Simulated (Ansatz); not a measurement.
Isomers of C4H9Br, B3LYP-D3(BJ)/def2-TZVP minima from an xTB search, which can miss the lowest.
Isomer 1, SMILES CC(C)(C)Br (charge 0, multiplicity 1):
| atom | x (Å) | y (Å) | z (Å) |
|---|---|---|---|
| C | 1.4569 | 0.0883 | -0.0251 |
| C | -0.0338 | 0.0181 | -0.3100 |
| C | -0.7823 | 1.1992 | 0.2843 |
| C | -0.6330 | -1.3097 | 0.1213 |
| Br | -0.2531 | 0.1356 | -2.3188 |
| H | 1.6139 | 0.0271 | 1.0562 |
| H | 1.8844 | 1.0249 | -0.3805 |
| H | 1.9893 | -0.7373 | -0.4955 |
| H | -0.6849 | 1.1681 | 1.3739 |
| H | -0.3741 | 2.1452 | -0.0688 |
| H | -1.8418 | 1.1630 | 0.0344 |
| H | -0.5320 | -1.4079 | 1.2065 |
| H | -0.1184 | -2.1475 | -0.3474 |
| H | -1.6912 | -1.3672 | -0.1304 |
Isomer 2, SMILES CC[C@H](C)Br (charge 0, multiplicity 1):
| atom | x (Å) | y (Å) | z (Å) |
|---|---|---|---|
| C | -1.9583 | -0.0243 | -0.0875 |
| C | -0.5149 | -0.1055 | -0.5679 |
| C | 0.5338 | 0.1153 | 0.5078 |
| C | 1.9491 | 0.1721 | -0.0271 |
| Br | 0.4299 | -1.3401 | 1.8783 |
| H | -2.1766 | -0.8104 | 0.6351 |
| H | -2.6494 | -0.1309 | -0.9248 |
| H | -2.1584 | 0.9371 | 0.3912 |
| H | -0.3405 | 0.6666 | -1.3270 |
| H | -0.3269 | -1.0656 | -1.0553 |
| H | 0.3018 | 1.0048 | 1.0911 |
| H | 2.2029 | -0.7467 | -0.5570 |
| H | 2.6733 | 0.3205 | 0.7722 |
| H | 2.0341 | 1.0070 | -0.7290 |

Cores are frozen in the correlated methods. Filled d and f shells under p-block atoms count as core. MP2 and its Hartree–Fock in cc-pVQZ are density fitted.

Codes used: Ansatz (Gaussian basis) for Hartree–Fock, density functionals and correlated methods. Values without a source in brackets are computed.

The energy of isomer 2 above isomer 1 is E(isomer 2) − E(isomer 1). Total energies (hartree):

| level | isomer 2 | isomer 1 |
|---|---|---|
| HF/cc-pVTZ | -2729.2390916 | -2729.2407209 |
| MP2/cc-pVTZ | -2730.1109369 | -2730.1158703 |
| HF/cc-pVQZ | -2729.2518200 | -2729.2534661 |
| MP2/cc-pVQZ | -2730.1848809 | -2730.1898341 |
| CCSD(T)/cc-pVTZ | -2730.2059037 | -2730.2098923 |

**Question.** Work out the energy of isomer 2 above isomer 1 at the basis-set limit: extrapolate the MP2 correlation part as X⁻³, take Hartree–Fock from the larger set, and add the CCSD(T) − MP2 difference of cc-pVTZ.

**Answer.** 
1. Differences (1 hartree = 627.509 kcal/mol): HF/cc-pVTZ 1.022; MP2/cc-pVTZ 3.096; HF/cc-pVQZ 1.033; MP2/cc-pVQZ 3.108; CCSD(T)/cc-pVTZ 2.503.
2. Correlation parts, MP2 less HF: 2.073 in cc-pVTZ (X = 3), 2.075 in cc-pVQZ (X = 4).
3. Limit (4³·(2.075) − 3³·(2.073))/(4³ − 3³) = 2.077; with HF/cc-pVQZ it gives 3.109.
4. CCSD(T) less MP2 in cc-pVTZ: -0.593.
Result: 2.52 kcal/mol, against 3.10 at MP2/cc-pVTZ. It is an estimate of this method's limit, not of the exact value.

Ansatz is an electronic-structure program.
